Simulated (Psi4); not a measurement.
HCl2OTi, doublet, at a GFN2-xTB geometry (such geometries of metal compounds can be far from the true shape) (the multiplicity is a formal guess). Base run: R2SCAN/cc-pVDZ in Psi4.

Psi4 was given this input:
```
memory 2 GB

molecule {
0 2
Ti    0.31969214   -0.13895129    0.19185258
Cl   -1.54257096   -1.12716646    0.02465662
Cl    0.20257601    1.70958311   -0.82880992
O     1.66417554   -0.72331881    0.99869947
H     2.43328269   -1.05760426    1.46025349
}

set {
  basis cc-pvdz
  reference uks
}

energy('r2scan')
print_variables()
```

Variants of this job, named by their change:

```json
[
 {"change": "base", "ΔE vs base (mEh)": "0.000", "point group used": "c2v", "SCF cycles": "11"},
 {"change": "molecule keys = symmetry c1", "ΔE vs base (mEh)": "0.000", "point group used": "c1", "SCF cycles": "10"},
 {"change": "molecule keys = no_reorient", "ΔE vs base (mEh)": "0.000", "point group used": "c1", "SCF cycles": "10"},
 {"change": "symmetry = c2", "ΔE vs base (mEh)": "0.000", "point group used": "c2", "SCF cycles": "10"},
 {"change": "jitter_ang = 0.002", "ΔE vs base (mEh)": "0.026", "point group used": "c1", "SCF cycles": "11"},
 {"change": "symmetry = cs", "ΔE vs base (mEh)": "0.000", "point group used": "cs", "SCF cycles": "10"},
 {"change": "molecule keys = symmetry c1, no_reorient, no_com", "ΔE vs base (mEh)": "0.000", "point group used": "c1", "SCF cycles": "10"}
]
```

Open shells are given as the SCF converged; they aren't shown to be the lowest states, and a large step between rows can be another state.
